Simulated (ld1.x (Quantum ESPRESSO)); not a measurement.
**Pseudopotential generation for Ce (Z = 58): PAW, LDA (PZ), scalar-relativistic.**

* Element: Ce
* Generator: ld1.x (Quantum ESPRESSO) 7.5
* Type: PAW
* Functional: LDA (PZ)
* Relativity: scalar-relativistic
* Frozen core: [Kr] 4d10
* Valence charge: 12
* Reference configuration: 4f1 5s2 5p6 5d1 6s1.5 6p0 (charge +0.5)
* Partial waves: 5s (bound): rcut 2.60, rcutus 2.90 bohr; 6s (bound): rcut 2.60, rcutus 2.90 bohr; 5p (bound): rcut 3.15, rcutus 3.55 bohr; 6p (bound, empty): rcut 3.15, rcutus 3.55 bohr; 5d (bound): rcut 2.20, rcutus 2.35 bohr; 5d channel at 0.95 Ry: rcut 2.20, rcutus 2.35 bohr; 4f (bound): rcut 1.30, rcutus 1.70 bohr; 4f channel at -0.2 Ry: rcut 1.30, rcutus 1.70 bohr
* Local potential: all-electron potential smoothed inside 1.30 bohr (lloc = -2)
* Core correction: Bessel-smoothed model core inside 1.30 bohr
* Augmentation charge: BESSEL, radius 1.05 bohr

**Question.** Does the generator finish with these settings?

**Answer.** Yes, a potential is produced and its reference levels are reproduced.

**Question.** Does the potential have ghost states?

**Answer.** Ghost state, extra bound levels that the all-electron valence spectrum of the same l lacks: s at -23.7 eV (p not tested). A true bound ghost makes a file unfit for plane-wave use.

**Question.** Is the overlap operator S = 1 + Σ q|β⟩⟨β| positive definite (Bessel basis up to 400 Ry)?

**Answer.** No: its lowest eigenvalue is -0.664, in the p channel, so the generalised eigenproblem breaks down once the basis is large enough.

Test run stopped at test 1 of 9 (negative rho).

Its overlap operator is not positive definite in a basis up to 400 Ry (lowest eigenvalue p -0.66), so the file is unfit for use: the generalised eigenproblem breaks down once the basis is large enough, and its test numbers describe a broken file.
